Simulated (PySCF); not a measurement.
CH₇ClFNSi₂, SMILES CN[SiH2][Si@@H](F)Cl. Atoms are numbered in the order given.

```xyz
13

C     -3.2398    -1.0913    -0.5772
N     -1.7860    -1.0672    -0.5657
Si    -0.8119     0.2670    -1.0920
Si     1.2679     0.0080    -0.0416
F      2.3034     1.1538    -0.5621
Cl     1.0146     0.2593     2.0034
H     -3.6324    -1.7172     0.2422
H     -3.6747    -1.4649    -1.5253
H     -3.6287    -0.0729    -0.4186
H     -1.3677    -1.9928    -0.5674
H     -1.4522     1.5265    -0.6167
H     -0.5990     0.4043    -2.5726
H      1.9335    -1.3075    -0.2450
```
Charge 0, spin multiplicity 1.

Geometry: B3LYP-D3(BJ)/def2-SVP. The structure was generated by enumeration; whether it is a known compound was not checked. Other conformers were not sampled.

Two levels are set side by side: PBE/pcSseg-1 (PySCF) and B3LYP/pcSseg-1 (PySCF). GIAO shifts against CFCl3 (¹⁹F), HCl (³⁵Cl), NH3 (¹⁵N), TMS (²⁹Si), TMS (¹H), TMS (¹³C) at the same level; non-relativistic, no solvent, atoms listed together averaged. Without spin–orbit terms, shifts of atoms bonded to Cl or Br come out too high at both levels. Differences are taken from unrounded values.

| quantity | B3LYP |
|---|---|
| δ(¹³C) of C1 (ppm) | 38.1 |
| δ(¹⁵N) of N2 (ppm) | 9.3 |
| δ(²⁹Si) of Si3 (ppm) | -48.6 |
| δ(²⁹Si) of Si4 (ppm) | 24.1 |
| δ(¹⁹F) of F5 (ppm) | -178.3 |
| δ(³⁵Cl) of Cl6 (ppm) | 64.7 |
| δ(¹H) of H10 (ppm) | -0.65 |
| δ(¹H) of H13 (ppm) | 6.06 |

### Question
What does PBE give, and how far is it from B3LYP? (The exact figures need the calculation; the answer reports its results.)

### Answer

```tsv
quantity	PBE	PBE minus B3LYP
δ(¹³C) of C1 (ppm)	38.9	0.8
δ(¹⁵N) of N2 (ppm)	11.3	2.0
δ(²⁹Si) of Si3 (ppm)	-49.2	-0.6
δ(²⁹Si) of Si4 (ppm)	28.2	4.1
δ(¹⁹F) of F5 (ppm)	-191.9	-13.6
δ(³⁵Cl) of Cl6 (ppm)	91.4	26.7
δ(¹H) of H10 (ppm)	-0.68	-0.03
δ(¹H) of H13 (ppm)	6.46	0.40
```

Rough cost on one machine, each run with all the roots and properties that it gave: B3LYP against PBE within a factor of 2.
